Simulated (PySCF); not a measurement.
**Shieldings and the share of exact exchange**

Molecule: `C#C/C=C\[SiH3]`, C4H6Si.

Mapped SMILES: `[CH:1]#[C:2]/[CH:3]=[CH:4]\[SiH3:5]`. Hydrogens are named by the atom that carries them.

GIAO shieldings (ppm, equivalent atoms averaged) in PySCF 2.14.0 with density-fitted response routines on the PBE0-D3(BJ)/def2-SVP geometry, basis pcSseg-2, gas phase, non-relativistic:

```csv
functional,exact exchange (%),σ(C1),σ(C2),σ(Si5)
BLYP,0,82.0,86.2,399.6
BP86,0,83.5,89.4,409.3
PBE,0,83.2,89.1,411.3
B3LYP,20,84.2,92.8,410.0
PBE0,25,86.3,97.2,423.7
BHandHLYP,50,87.6,101.9,425.7
HF,100,93.0,117.0,455.5
```

(1) Fit each shielding as a line in the percentage of exact exchange.

(2) What does the line predict for mPW1PW91 (25 %), and what does the run give?

Answers

(1) σ(C1) = 82.9 + 0.10 x (rms 0.6 ppm); σ(C2) = 88.3 + 0.29 x (rms 1.3 ppm); σ(Si5) = 406.0 + 0.48 x (rms 4.8 ppm). The functionals also differ in their semilocal parts, which the line can't hold; Hartree–Fock has no correlation at all.

(2) σ(C1): 85.4 predicted, 85.9 computed; σ(C2): 95.5 predicted, 96.9 computed; σ(Si5): 418.0 predicted, 421.7 computed ppm.
